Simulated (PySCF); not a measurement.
C6H6S2.
Cartesian coordinates in Å at the GFN2-xTB level; atoms count from 1:
```
atom  x, y, z in Å
C1    -2.3087    0.5414    0.5663
C2    -1.3776   -0.5040    0.0511
S3    -1.9328   -1.9917   -0.3691
C4     0.0058   -0.1861   -0.0686
C5     1.0290   -0.9969   -0.5147
C6     2.2797   -0.3682   -0.5040
C7     2.2164    0.9177   -0.0517
S8     0.6276    1.3876    0.3690
H9    -3.3239    0.1556    0.6012
H10   -2.2794    1.4215   -0.0769
H11   -2.0070    0.8537    1.5667
H12    0.8589   -2.0088   -0.8341
H13    3.1928   -0.8431   -0.8154
H14    3.0187    1.6209    0.0581
```

A PySCF run (density fitting, gas phase, GFN2-xTB geometry) gave HOMO -4.70 eV, LUMO 2.42 eV, dipole 1.83 D and E = -1016.913 Eh.

Problem. Which of these levels was it?
A. wB97X-D/6-31G*
B. PBE0/pcseg-1
C. wB97X-D/STO-3G
D. PBE0/6-31++G**
E. WP04/def2-SVP

Solution. C. It is wB97X-D/STO-3G. All candidates on this geometry:

```csv
level and settings,kind,basis functions,SCF cycles,E (Eh),HOMO (eV),LUMO (eV),dipole (D)
"WP04/def2-SVP, damping 0.2 at the start, DIIS from the seventh cycle",global hybrid fitted to proton shifts,150,21,-1041.6329,-7.12,-4.47,3.18
PBE0/6-31++G**,global hybrid,188,14,-1028.0332,-6.27,-2.64,3.52
PBE0/pcseg-1,global hybrid,150,14,-1027.9725,-6.33,-2.69,3.40
"wB97X-D/STO-3G, grid level 1",range-separated hybrid,54,11,-1016.9132,-4.70,2.42,1.83
wB97X-D/6-31G*,range-separated hybrid,132,16,-1028.4726,-7.97,-0.79,3.56
```

The nearest other candidate, by the summed differences of HOMO and LUMO, is wB97X-D/6-31G*: its HOMO differs by -3.27 eV and its LUMO by -3.21 eV. wB97X-D ran without the empirical dispersion term, which would shift the total energy alone. Cycle counts include a coarse-grid stage where the run had one. All basis functions are spherical, in the Pople sets too. WP04 was designed for NMR shieldings or shifts; total energies of different functionals aren't comparable.
